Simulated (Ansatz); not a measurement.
A CCSD(T) single point on C₁₀H₁₁ClTi (`[Cl][TiH]12345678([C@H]9[C@@H]1[C@@H]2[C@@H]3[C@H]94)[C@H]1[C@@H]5[C@@H]6[C@@H]7[C@H]18`).

```yaml
crystal:
  periodic: [false, false, false]
  atoms:
    - {symbol: Cl, position_ang: [1.104889, -0.303000, -2.547669]}
    - {symbol: Ti, position_ang: [0.257633, -0.218428, -0.411033]}
    - {symbol: C, position_ang: [-1.553009, -1.378400, -1.389430]}
    - {symbol: C, position_ang: [-1.854522, -0.006662, -1.468670]}
    - {symbol: C, position_ang: [-1.969716, 0.493314, -0.159082]}
    - {symbol: C, position_ang: [-1.754611, -0.582027, 0.734403]}
    - {symbol: C, position_ang: [-1.493796, -1.740826, -0.026762]}
    - {symbol: C, position_ang: [0.811619, 0.624200, 1.704570]}
    - {symbol: C, position_ang: [0.673414, 1.731707, 0.835398]}
    - {symbol: C, position_ang: [1.692403, 1.649360, -0.130623]}
    - {symbol: C, position_ang: [2.446838, 0.490121, 0.125465]}
    - {symbol: C, position_ang: [1.907764, -0.146660, 1.263796]}
    - {symbol: H, position_ang: [0.796253, -1.728073, 0.033487]}
    - {symbol: H, position_ang: [-1.336553, -2.024343, -2.225156]}
    - {symbol: H, position_ang: [-1.916136, 0.571959, -2.377673]}
    - {symbol: H, position_ang: [-2.203514, 1.510559, 0.113294]}
    - {symbol: H, position_ang: [-1.796325, -0.530693, 1.810436]}
    - {symbol: H, position_ang: [-1.313616, -2.730295, 0.360312]}
    - {symbol: H, position_ang: [0.196032, 0.411667, 2.563685]}
    - {symbol: H, position_ang: [-0.065883, 2.513445, 0.912477]}
    - {symbol: H, position_ang: [1.831465, 2.317981, -0.966359]}
    - {symbol: H, position_ang: [3.253899, 0.117099, -0.484514]}
    - {symbol: H, position_ang: [2.285452, -1.042036, 1.729630]}
basis:
  gaussian: {orbitals: def2-SVP}
correlation: {method: ccsd_t}
```

```sh
$ ansatz run in.yaml --threads 4 --pin off --events-out ev --progress --plain --backend cuda
```

Output of Ansatz, abridged:

```
Functional definition: HF
2532 factors; integrals over basis functions are off by at most 1.4e-3 eV
mean field evaluation 1: about -46045.2495 eV, gradient 5.4e1 eV
mean field evaluation 2: about -46045.6429 eV, gradient 5.4e1 eV
mean field evaluation 4: about -46054.5499 eV, gradient 1.2e1 eV
mean field evaluation 8: about -46055.0457 eV, gradient 4.1e-1 eV
mean field evaluation 32: about -46045.9576 eV, gradient 1.0e0 eV
mean field evaluation 64: about -46046.8105 eV, gradient 7.6e-2 eV
mean field -46055.04829287 eV, -1692.4918075298 hartree, gradient 2.8e-6 eV, S^2 0.000000; 0 other end points of the search recorded, 0 dependent functions left out; unrestricted orbitals would lower it
20 core orbitals not correlated: weight in the atoms' cores, before any rotation towards them, 1.000 or more for the frozen orbitals, at most 0.000 for the correlated occupied ones
reference -46055.04829287 eV, -1692.4918075298 hartree; 35, 35 occupied and 189, 189 virtual orbitals, 2532 factors
second order -50.53446966 eV of doubles, -0.00000000 eV of singles
cycle   1  -48.97678141 eV  change     1.6e0 eV  update   3.0e-1
cycle   2  -50.58749129 eV  change    -1.6e0 eV  update   2.4e-1
cycle   3  -51.27585069 eV  change   -6.9e-1 eV  update   5.2e-2
cycle   4  -51.34416001 eV  change   -6.8e-2 eV  update   2.0e-2
cycle   5  -51.33765091 eV  change    6.5e-3 eV  update   7.3e-3
cycle   6  -51.33574779 eV  change    1.9e-3 eV  update   3.8e-3
cycle   7  -51.33343546 eV  change    2.3e-3 eV  update   2.1e-3
cycle   8  -51.33239212 eV  change    1.0e-3 eV  update   9.1e-4
cycle   9  -51.33275116 eV  change   -3.6e-4 eV  update   4.4e-4
cycle  10  -51.33338119 eV  change   -6.3e-4 eV  update   2.4e-4
cycle  11  -51.33308650 eV  change    2.9e-4 eV  update   1.5e-4
cycle  12  -51.33291610 eV  change    1.7e-4 eV  update   9.1e-5
cycle  13  -51.33303618 eV  change   -1.2e-4 eV  update   5.4e-5
cycle  14  -51.33295596 eV  change    8.0e-5 eV  update   2.4e-5
perturbative correction -2.73076233 eV, -0.1003536645 hartree
Total energy: -46109.11201115 eV, -1694.4786125312 hartree
```

It took 18 s on 4 threads of an AMD EPYC 7R13 on a shared host and a share of an NVIDIA H100 80 GB, with 0.88 GiB of host memory at the peak.

The correlation energy is -54.064 eV, 5.1 % of it from (T); the T1 diagnostic reads 0.0156.
